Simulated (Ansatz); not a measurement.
CH$_{5}$FGa$_{2}$, SMILES `[F][GaH][CH2][GaH2]`. The species carries charge 0 and has multiplicity 1.

```xyz
9

F    -1.2326   -1.2246    0.1540
Ga   -1.4241    0.5998   -0.1249
C     0.4689    0.9429   -0.1285
Ga    0.9469   -0.9958    0.1716
H    -2.9255    0.9716   -0.2195
H     0.8013    1.3643   -1.0798
H     0.7572    1.6243    0.6751
H     1.3360   -1.8446   -1.0899
H     1.2719   -1.4379    1.6420
```

(1) What are the harmonic wavenumbers in cm⁻¹ at PBE0-D4/def2-TZVP (Ansatz, finite differences of forces, unscaled)? (An estimate is asked.)

(2) Is this a minimum?

(3) Give the ideal-gas thermochemistry at 298.15 K and 1 bar (rigid rotor, harmonic oscillator; point group Cs, symmetry number 1).

(4) And at 400, 500, 600, 800 and 1000 K?

Results:

(1) Ansatz gave: 63, 174, 231, 366, 411, 423, 505, 533, 612, 620, 644, 685, 742, 852, 882, 1372, 1963, 1964, 2036, 3084, 3146.

(2) Yes, all 21 modes are real.

(3) Zero-point energy 127.5 kJ/mol; H(298) − E = 148.0 kJ/mol; entropy 350.5 J/(mol·K), of which translation 173.3, rotation 114.9, vibration 62.3; G(298) − E = 43.5 kJ/mol. Modes under 100 cm⁻¹ are hindered rotations or soft bends, so the harmonic entropy is rough.

(4) 
```csv
T (K),H − E (kJ/mol),S (J/mol/K),G − E (kJ/mol)
400,160.2,385.5,6.0
500,173.6,415.4,-34.1
600,188.2,441.9,-77.0
800,219.8,487.3,-170.0
1000,253.7,525.1,-271.4
```
